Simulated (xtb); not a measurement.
CH5BrO2Si, SMILES C[Si](O)(O)Br. All values are semi-empirical tight-binding results from xtb (GFN2-xTB unless named), good for trends rather than for accurate numbers. Geometry optimised at GFN2-xTB. One conformer was computed; it need not be the lowest.

Optimised geometry:

```xyz
10

C      2.1935    -0.0966    -0.6037
Si     0.3440     0.2261    -0.7292
O     -0.4444    -0.5707    -1.9023
O      0.1204     1.8003    -0.9767
Br    -0.6251    -0.3594     1.1939
H      2.6548     0.5741     0.1140
H      2.6761     0.0620    -1.5630
H      2.4028    -1.1147    -0.2856
H     -0.5258    -1.5195    -1.9166
H     -0.7143     2.1553    -1.2715
```
Charge 0, spin multiplicity 1.

Computed properties:
```json
{
 "orbital_gap": "7.10 eV",
 "zero_point_energy": "41.1 kcal/mol",
 "G − E(el) at 298.15 K (modified RRHO)": "20.2 kcal/mol",
 "static polarisability (D4 model)": "75.3 bohr³",
 "solvation energy, GFN2-xTB/ALPB(water)": "-8.5 kcal/mol",
 "solvation energy, GFN2-xTB/ALPB(ch2cl2)": "-5.5 kcal/mol"
}
```

Give the atomic charges and the Wiberg bond orders between heavy atoms. (An estimate is asked for; the answer gives what the named calculation found.)

charges (e) C1 -0.19, Si2 0.63, O3 -0.48, O4 -0.46, Br5 -0.24, H6 0.04, H7 0.03, H8 0.03, H9 0.31, H10 0.32. Bond orders C1–Si2 0.87, Si2–O3 1.17, Si2–O4 1.19, Si2–Br5 0.97.
